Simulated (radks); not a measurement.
Dipole-allowed excitations along the series with 47 electrons in [Kr] 4d10 5s1. All-electron calculation, scalar-relativistic Kohn-Sham, LDA (Slater exchange, Perdew-Wang correlation), spin-polarised, spherical densities, finite nucleus; open shells are filled with parallel spins first (spin-orbit coupling, left out, can overturn this in heavy ions); Fermi nuclear charge, rms radius of each element as measured or else 0.836 A^(1/3) + 0.57 fm. Program: a radial shooting solver on a logarithmic mesh with Libxc functionals. Time-dependent linear response with the Hartree and adiabatic LDA kernel, continuum included through the Sternheimer equations, no spin-orbit coupling, so fine structure and intercombination lines are absent. Lines are the poles of the dipole polarisability below minus the highest occupied eigenvalue, found on a grid refined at the orbital gaps; the lowest seven at most are given, and weak or close lines can be missed. The first line takes the name of the lowest orbital gap if no other gap lies below it; otherwise a line is named after a gap within 0.6 % of it, if that gap stands alone.

| species | -e(HOMO) (eV) | lowest orbital gap (eV) | first line (eV) | f | strongest line (eV) | its f | static alpha (bohr^3) |
|---|---|---|---|---|---|---|---|
| Pr12+ | 211.01 | 5s-5p 25.285 | 26.496 (5s-5p) | 0.752 | 146.00 (unassigned) | 7.14 | 1.184 |
| Nd13+ | 236.85 | 5s-5p 27.272 | 28.550 (5s-5p) | 0.748 | 152.96 (unassigned) | 7.26 | 1.020 |
| Pm14+ | 263.97 | 5s-5p 29.321 | 30.664 (5s-5p) | 0.745 | 160.58 (unassigned) | 8.33 | 0.8845 |
